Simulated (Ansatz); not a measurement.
Relaxation of H7NOSi2 (11 atoms, charge 0, multiplicity 1), to a largest force component of 0.03 eV/Å in at most 50 steps.

The calculation used RKS r2SCAN-D4/def2-mTZVP in Ansatz 0.2.0.

```xyz
11
Properties=species:S:1:pos:R:3:forces:R:3
Si 0.079 0.605 -0.357 -0.42 0.83 0.94
O -0.498 1.706 0.838 -0.05 -0.73 -0.98
N 1.741 0.726 0.062 0.01 0.06 0.04
H 1.755 1.330 0.882 0.47 -0.11 -0.05
H -0.261 1.156 -1.704 0.00 0.01 0.00
Si -0.828 -1.558 -0.148 -0.01 0.00 0.00
H -1.260 2.238 0.568 0.04 -0.06 0.04
H 2.359 -0.065 0.173 -0.02 -0.01 0.00
H -0.324 -2.453 -1.232 0.01 0.00 0.00
H -2.316 -1.525 -0.241 0.00 0.00 -0.01
H -0.447 -2.161 1.160 -0.01 0.00 0.00
```

Question: Where does it end, and by what steps?

Answer: The forces met the threshold. The force dipped under the threshold on the way, but the program's further checks kept it going. After 25 steps the energy has fallen by 0.241 eV; H4 moved furthest, 1.18 Å.

```json
{"step": "0", "energy less start (eV)": "0.0000", "largest force component (eV/Å)": "0.982", "accepted": "yes"}
{"step": "1", "energy less start (eV)": "-0.0770", "largest force component (eV/Å)": "0.669", "accepted": "yes"}
{"step": "2", "energy less start (eV)": "-0.1205", "largest force component (eV/Å)": "0.651", "accepted": "yes"}
{"step": "3", "energy less start (eV)": "-0.1455", "largest force component (eV/Å)": "0.562", "accepted": "yes"}
{"step": "4", "energy less start (eV)": "-0.1653", "largest force component (eV/Å)": "0.217", "accepted": "yes"}
{"step": "5", "energy less start (eV)": "-0.1809", "largest force component (eV/Å)": "0.216", "accepted": "yes"}
{"step": "6", "energy less start (eV)": "-0.2070", "largest force component (eV/Å)": "0.222", "accepted": "yes"}
{"step": "7", "energy less start (eV)": "-0.2257", "largest force component (eV/Å)": "0.314", "accepted": "yes"}
{"step": "8", "energy less start (eV)": "-0.2237", "largest force component (eV/Å)": "0.496", "accepted": "no"}
{"step": "9", "energy less start (eV)": "-0.2312", "largest force component (eV/Å)": "0.041", "accepted": "yes"}
{"step": "10", "energy less start (eV)": "-0.2228", "largest force component (eV/Å)": "0.535", "accepted": "no"}
{"step": "11", "energy less start (eV)": "-0.2331", "largest force component (eV/Å)": "0.026", "accepted": "yes"}
{"step": "12", "energy less start (eV)": "-0.2342", "largest force component (eV/Å)": "0.065", "accepted": "yes"}
{"step": "13", "energy less start (eV)": "-0.2346", "largest force component (eV/Å)": "0.160", "accepted": "yes"}
{"step": "14", "energy less start (eV)": "-0.2357", "largest force component (eV/Å)": "0.080", "accepted": "yes"}
{"step": "15", "energy less start (eV)": "-0.2370", "largest force component (eV/Å)": "0.112", "accepted": "yes"}
{"step": "16", "energy less start (eV)": "-0.2383", "largest force component (eV/Å)": "0.038", "accepted": "yes"}
{"step": "17", "energy less start (eV)": "-0.2373", "largest force component (eV/Å)": "0.426", "accepted": "no"}
{"step": "18", "energy less start (eV)": "-0.2358", "largest force component (eV/Å)": "0.149", "accepted": "no"}
{"step": "19", "energy less start (eV)": "-0.2387", "largest force component (eV/Å)": "0.014", "accepted": "yes"}
{"step": "20", "energy less start (eV)": "-0.2390", "largest force component (eV/Å)": "0.163", "accepted": "yes"}
{"step": "21", "energy less start (eV)": "-0.2393", "largest force component (eV/Å)": "0.092", "accepted": "yes"}
{"step": "22", "energy less start (eV)": "-0.2397", "largest force component (eV/Å)": "0.023", "accepted": "yes"}
{"step": "23", "energy less start (eV)": "-0.2401", "largest force component (eV/Å)": "0.170", "accepted": "yes"}
{"step": "24", "energy less start (eV)": "-0.2404", "largest force component (eV/Å)": "0.077", "accepted": "yes"}
{"step": "25", "energy less start (eV)": "-0.2407", "largest force component (eV/Å)": "0.012", "accepted": "yes"}
```

```xyz
11
Properties=species:S:1:pos:R:3
Si 0.101 0.686 -0.264
O -0.706 1.689 0.800
N 1.762 0.561 0.143
H 2.406 1.301 -0.106
H 0.063 1.271 -1.635
Si -0.839 -1.465 -0.193
H -1.670 1.699 0.743
H 2.051 0.116 1.004
H -0.417 -2.294 -1.357
H -2.331 -1.397 -0.191
H -0.420 -2.167 1.056
```

Whether the end is a true minimum wasn't checked by a vibrational analysis.

The run took 85 s on 4 threads of Arm Neoverse N1, on a shared host, peak memory 0.17 GiB.
